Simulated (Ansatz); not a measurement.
A CCSD(T) single point on C$_{3}$H$_{8}$ClGaSi$_{2}$ (`[SiH3][SiH2][C]1=C[CH2][Ga]1[Cl]`).

```yaml
crystal:
  periodic: [false, false, false]
  atoms:
    - {symbol: Si, position_ang: [0.153839, -0.164887, 2.826575]}
    - {symbol: Si, position_ang: [0.646656, -1.295226, 0.836639]}
    - {symbol: C, position_ang: [0.198822, -0.205760, -0.586470]}
    - {symbol: C, position_ang: [-0.774055, -0.357085, -1.511056]}
    - {symbol: C, position_ang: [-0.904564, 0.757177, -2.528508]}
    - {symbol: Ga, position_ang: [0.622871, 1.500473, -1.470378]}
    - {symbol: Cl, position_ang: [1.958161, 3.160853, -1.343404]}
    - {symbol: H, position_ang: [0.586775, -0.941611, 4.019925]}
    - {symbol: H, position_ang: [-1.311791, 0.078045, 2.924952]}
    - {symbol: H, position_ang: [0.845978, 1.153436, 2.841441]}
    - {symbol: H, position_ang: [-0.097307, -2.588318, 0.789128]}
    - {symbol: H, position_ang: [2.105203, -1.594691, 0.800870]}
    - {symbol: H, position_ang: [-1.440813, -1.223721, -1.548113]}
    - {symbol: H, position_ang: [-0.726552, 0.440892, -3.559045]}
    - {symbol: H, position_ang: [-1.863222, 1.280403, -2.492555]}
basis:
  gaussian: {orbitals: def2-TZVPP}
correlation: {method: ccsd_t}
output: {orbitals: {seedname: orbitals}}
```

```sh
$ ansatz run in.yaml --threads 2 --pin off --events-out ev --progress --plain --max-ram 22528MiB --backend cuda --devices 0, --max-vram 18GiB
```

The program prints (abridged):

```
Functional definition: HF
2239 factors; integrals over basis functions are off by at most 1.0e-3 eV
mean field evaluation 1: about -83777.4978 eV, gradient 3.9e1 eV
mean field evaluation 2: about -83777.8258 eV, gradient 3.9e1 eV
mean field evaluation 4: about -83782.6954 eV, gradient 5.7e0 eV
mean field evaluation 8: about -83782.8200 eV, gradient 4.7e-1 eV
mean field -83782.82087050 eV, -3078.9618769552 hartree, gradient 3.8e-6 eV, S^2 0.000000; 0 other end points of the search recorded, 0 dependent functions left out
27 core orbitals not correlated: weight in the atoms' cores, before any rotation towards them, 1.000 or more for the frozen orbitals, at most 0.000 for the correlated occupied ones
reference -83782.82087050 eV, -3078.9618769552 hartree; 24, 24 occupied and 328, 328 virtual orbitals, 2239 factors
second order -31.02526777 eV of doubles, -0.00000000 eV of singles
cycle   1  -31.66061194 eV  change   -6.4e-1 eV  update   1.4e-1
cycle   2  -32.64573733 eV  change   -9.9e-1 eV  update   4.3e-2
cycle   3  -32.82003271 eV  change   -1.7e-1 eV  update   2.1e-2
cycle   4  -32.80429187 eV  change    1.6e-2 eV  update   5.5e-3
cycle   5  -32.80372990 eV  change    5.6e-4 eV  update   2.5e-3
cycle   6  -32.80373515 eV  change   -5.2e-6 eV  update   7.5e-4
cycle   7  -32.80352466 eV  change    2.1e-4 eV  update   3.3e-4
cycle   8  -32.80359122 eV  change   -6.7e-5 eV  update   1.2e-4
cycle   9  -32.80364158 eV  change   -5.0e-5 eV  update   4.5e-5
perturbative correction -1.54011466 eV, -0.0565981697 hartree
Total energy: -83817.16462674 eV, -3080.2239867179 hartree
```

Hardware: 2 threads of an AMD EPYC 7R13 on a shared host and a share of an NVIDIA H100 80 GB. Wall time 12 s, peak host memory 0.9 GiB.

MP2 recovers 90.3 % of the CCSD(T) correlation energy and the triples give 4.5 %; T1 = 0.0131.
